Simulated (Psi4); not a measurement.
C$_{6}$H$_{7}$ (SMILES [CH]1C=CC=CC1), doublet, at a GFN2-xTB geometry, atoms displaced at random by about 0.08 Å a coordinate; PBE0/STO-3G, gradient run with Psi4.

Input for Psi4:
```
memory 2 GB

molecule {
0 2
  C    -0.72993073   -1.01836912   -0.04223748
  C     0.59880288   -1.19978873    0.23322615
  C     1.47501588   -0.15120777    0.12727294
  C     0.92935929    1.14036727    0.03188435
  C    -0.41402651    1.15168188   -0.18049962
  C    -1.41388750    0.13023994   -0.21025637
  H    -1.36108327   -1.99339452    0.04826302
  H     1.07149167   -2.37613633    0.28036211
  H     2.50623379   -0.33646815    0.31111588
  H     1.47205315    1.90416179    0.02731497
  H    -0.71526303    2.45230694   -0.45170280
  H    -2.25660026    0.38721108    0.58427168
  H    -2.02064092    0.09667904   -0.95484725
symmetry c1
no_reorient
no_com
}

set basis sto-3g
set reference uks

gradient('pbe0')
print_variables()
```

What the program printed (banner, timings and long lists left out):

```
gradient() will perform analytic gradient computation.

   => Loading Basis Set <=

    Name: STO-3G
    Role: ORBITAL
    Keyword: BASIS

         ---------------------------------------------------------
                                   SCF
               by Justin Turney, Rob Parrish, Andy Simmonett
                          and Daniel G. A. Smith
                              UKS Reference
         ---------------------------------------------------------

  ==> Geometry <==

    Molecular point group: c1
    Full point group: C1

    Geometry (in Angstrom), charge = 0, multiplicity = 2:

       Center              X                  Y                   Z               Mass
    ------------   -----------------  -----------------  -----------------  -----------------
         C           -0.729930730000    -1.018369120000    -0.042237480000    12.000000000000
         C            0.598802880000    -1.199788730000     0.233226150000    12.000000000000
         C            1.475015880000    -0.151207770000     0.127272940000    12.000000000000
         C            0.929359290000     1.140367270000     0.031884350000    12.000000000000
         C           -0.414026510000     1.151681880000    -0.180499620000    12.000000000000
         C           -1.413887500000     0.130239940000    -0.210256370000    12.000000000000
         H           -1.361083270000    -1.993394520000     0.048263020000     1.007825032230
         H            1.071491670000    -2.376136330000     0.280362110000     1.007825032230
         H            2.506233790000    -0.336468150000     0.311115880000     1.007825032230
         H            1.472053150000     1.904161790000     0.027314970000     1.007825032230
         H           -0.715263030000     2.452306940000    -0.451702800000     1.007825032230
         H           -2.256600260000     0.387211080000     0.584271680000     1.007825032230
         H           -2.020640920000     0.096679040000    -0.954847250000     1.007825032230

  Running in c1 symmetry.

  Rotational constants: A =      0.20197  B =      0.17320  C =      0.09473 [cm^-1]
  Rotational constants: A =   6054.92843  B =   5192.52325  C =   2840.08329 [MHz]
  Nuclear repulsion =  215.007340763903443

  Charge       = 0
  Multiplicity = 2
  Electrons    = 43
  Nalpha       = 22
  Nbeta        = 21

  ==> Algorithm <==

  SCF Algorithm Type is DF.
  DIIS enabled.
  MOM disabled.
  Fractional occupation disabled.
  Guess Type is SAD.
  Energy threshold   = 1.00e-08
  Density threshold  = 1.00e-08
  Integral threshold = 1.00e-12

  ==> Primary Basis <==

  Basis Set: STO-3G
    Blend: STO-3G
    Number of shells: 25
    Number of basis functions: 37
    Number of Cartesian functions: 37
    Spherical Harmonics?: true
    Max angular momentum: 1

  ==> DFT Potential <==

   => LibXC <=

    Version 7.1.2
    S. Lehtola, C. Steigemann, M. J. T. Oliveira, and M. A. L. Marques,  SoftwareX 7, 1–5 (2018) (10.1016/j.softx.2017.11.002)

   => Composite Functional: PBE0 <=

    PBE0 Hyb-GGA Exchange-Correlation Functional

    C. Adamo and V. Barone,  J. Chem. Phys. 110, 6158 (1999) (10.1063/1.478522)
    M. Ernzerhof and G. E. Scuseria,  J. Chem. Phys. 110, 5029 (1999) (10.1063/1.478401)

    Deriv               =              1
    GGA                 =           TRUE
    Meta                =          FALSE

    Exchange Hybrid     =           TRUE
    MP2 Hybrid          =          FALSE

   => Exchange Functionals <=

    0.7500   Perdew, Burke & Ernzerhof

   => Exact (HF) Exchange <=

    0.2500               HF

   => Correlation Functionals <=

    1.0000   Perdew, Burke & Ernzerhof

   => LibXC Density Thresholds  <==

    XC_HYB_GGA_XC_PBEH:  1.00E-15

   => Molecular Quadrature <=

    Radial Scheme          =       TREUTLER
    Pruning Scheme         =           NONE
    Nuclear Scheme         =       TREUTLER

    Blocking Scheme        =         OCTREE
    BS radius alpha        =              1
    Pruning alpha          =              1
    Radial Points          =             75
    Spherical Points       =            302
    Total Points           =         273049
    Total Blocks           =           2059
    Max Points             =            256
    Max Functions          =             37
    Weights Tolerance      =       1.00E-15

   => Loading Basis Set <=

    Name: (STO-3G AUX)
    Role: JKFIT
    Keyword: DF_BASIS_SCF

  ==> Integral Setup <==

  SCF_SUBTYPE=INCORE selected. In-core MEM_DF algorithm will be used.
  Using in-core AOs.

  ==> MemDFJK: Density-Fitted J/K Matrices <==

    J tasked:                   Yes
    K tasked:                   Yes
    wK tasked:                   No
    Algorithm:                 Core
    Schwarz Cutoff:           1E-12
    Mask sparsity (%):       1.3148
    Fitting Condition:        1E-10

   => Auxiliary Basis Set <=

  Basis Set: (STO-3G AUX)
    Blend: DEF2-UNIVERSAL-JKFIT
    Number of shells: 192
    Number of basis functions: 576
    Number of Cartesian functions: 674
    Spherical Harmonics?: true
    Max angular momentum: 4

  Minimum eigenvalue in the overlap matrix is 1.5903129254E-01.
  Reciprocal condition number of the overlap matrix is 6.0048821306E-02.
    Using symmetric orthogonalization.

  ==> Pre-Iterations <==

  SCF Guess: Superposition of Atomic Densities via on-the-fly atomic UHF (no occupation information).

   -------------------------
    Irrep   Nso     Nmo
   -------------------------
     A         37      37
   -------------------------
    Total      37      37
   -------------------------

  ==> Iterations <==

                           Total Energy        Delta E     RMS |[F,P]|

   @DF-UKS iter SAD:  -226.96960674050050   -2.26970e+02   0.00000e+00
   @DF-UKS iter   1:  -229.52802485709012   -2.55842e+00   2.77365e-03 DIIS/ADIIS
   @DF-UKS iter   2:  -229.52782235682204    2.02500e-04   3.56969e-03 DIIS/ADIIS
   @DF-UKS iter   3:  -229.53919777311171   -1.13754e-02   8.43537e-04 DIIS/ADIIS
[...]
  @DF-UKS Final Energy:  -229.54141068315994
    Total Energy =                       -229.5414106831599383
[...]

 L = 1.  Multiply by 2.5417464519 to convert [e a0] to [Debye]
 Dipole X            :         -2.8185268            2.5855063           -0.2330205
 Dipole Y            :         -0.8824117            0.8539685           -0.0284432
 Dipole Z            :          0.7408977           -0.7537788           -0.0128811
 Magnitude           :                                                    0.2351031

 ------------------------------------------------------------------------------------

         ------------------------------------------------------------
                                   SCF GRAD
                          Rob Parrish, Justin Turney,
                       Andy Simmonett, and Alex Sokolov
         ------------------------------------------------------------

  ==> Geometry <==

    Molecular point group: c1
    Full point group: C1

    Geometry (in Angstrom), charge = 0, multiplicity = 2:

       Center              X                  Y                   Z               Mass
    ------------   -----------------  -----------------  -----------------  -----------------
         C           -0.729930730000    -1.018369120000    -0.042237480000    12.000000000000
         C            0.598802880000    -1.199788730000     0.233226150000    12.000000000000
         C            1.475015880000    -0.151207770000     0.127272940000    12.000000000000
         C            0.929359290000     1.140367270000     0.031884350000    12.000000000000
         C           -0.414026510000     1.151681880000    -0.180499620000    12.000000000000
         C           -1.413887500000     0.130239940000    -0.210256370000    12.000000000000
         H           -1.361083270000    -1.993394520000     0.048263020000     1.007825032230
         H            1.071491670000    -2.376136330000     0.280362110000     1.007825032230
         H            2.506233790000    -0.336468150000     0.311115880000     1.007825032230
         H            1.472053150000     1.904161790000     0.027314970000     1.007825032230
         H           -0.715263030000     2.452306940000    -0.451702800000     1.007825032230
         H           -2.256600260000     0.387211080000     0.584271680000     1.007825032230
         H           -2.020640920000     0.096679040000    -0.954847250000     1.007825032230

  Nuclear repulsion =  215.007340763903443

  ==> Basis Set <==

  Basis Set: STO-3G
    Blend: STO-3G
    Number of shells: 25
    Number of basis functions: 37
    Number of Cartesian functions: 37
    Spherical Harmonics?: true
    Max angular momentum: 1

  ==> DFJKGrad: Density-Fitted SCF Gradients <==

    Gradient:                    1
    J tasked:                  Yes
    K tasked:                  Yes
    wK tasked:                  No
    Integrals threads:           1
    Schwarz Cutoff:          1E-12
    Fitting Condition:       1E-10

   => Auxiliary Basis Set <=

  Basis Set: (STO-3G AUX)
    Blend: DEF2-UNIVERSAL-JKFIT
    Number of shells: 192
    Number of basis functions: 576
    Number of Cartesian functions: 674
    Spherical Harmonics?: true
    Max angular momentum: 4

  ==> DFT Potential <==

   => LibXC <=

    Version 7.1.2
    S. Lehtola, C. Steigemann, M. J. T. Oliveira, and M. A. L. Marques,  SoftwareX 7, 1–5 (2018) (10.1016/j.softx.2017.11.002)

   => Composite Functional: PBE0 <=

    PBE0 Hyb-GGA Exchange-Correlation Functional

    C. Adamo and V. Barone,  J. Chem. Phys. 110, 6158 (1999) (10.1063/1.478522)
    M. Ernzerhof and G. E. Scuseria,  J. Chem. Phys. 110, 5029 (1999) (10.1063/1.478401)

    Deriv               =              1
    GGA                 =           TRUE
    Meta                =          FALSE

    Exchange Hybrid     =           TRUE
    MP2 Hybrid          =          FALSE

   => Exchange Functionals <=

    0.7500   Perdew, Burke & Ernzerhof

   => Exact (HF) Exchange <=

    0.2500               HF

   => Correlation Functionals <=

    1.0000   Perdew, Burke & Ernzerhof

   => LibXC Density Thresholds  <==

    XC_HYB_GGA_XC_PBEH:  1.00E-15

   => Molecular Quadrature <=

    Radial Scheme          =       TREUTLER
    Pruning Scheme         =           NONE
    Nuclear Scheme         =       TREUTLER

    Blocking Scheme        =         OCTREE
    BS radius alpha        =              1
    Pruning alpha          =              1
    Radial Points          =             75
    Spherical Points       =            302
    Total Points           =         273049
    Total Blocks           =           2059
    Max Points             =            256
    Max Functions          =             37
    Weights Tolerance      =       1.00E-15

  -Total Gradient:
     Atom            X                  Y                   Z
    ------   -----------------  -----------------  -----------------
       1       -0.013641306756     0.219502225834    -0.047410739298
       2       -0.021557312124     0.116272618026     0.018071152173
       3       -0.029320776074    -0.013363698607    -0.022294033045
       4        0.115990004768     0.181425412871     0.007672772749
       5       -0.002428860114    -0.230355497238     0.038402714899
       6        0.020063618377    -0.104336481637    -0.132148777221
       7       -0.022365816093    -0.037381504988     0.009211861149
       8        0.037941673714    -0.085713366872    -0.002157096815
       9       -0.028720903715    -0.001086236112    -0.000444325859
      10       -0.109460968149    -0.163637448990     0.002148036600
      11       -0.005534377353     0.107885561030    -0.023335742342
      12       -0.032939583266     0.013589799452     0.008385061538
      13        0.091977539727    -0.002818973949     0.143910287704

  Variable Map:
  ----------------------------------------------------------------------------
[...]
  Array Variable Map:
  ----------------------------------------------------------------------------
[...]
[...]
```
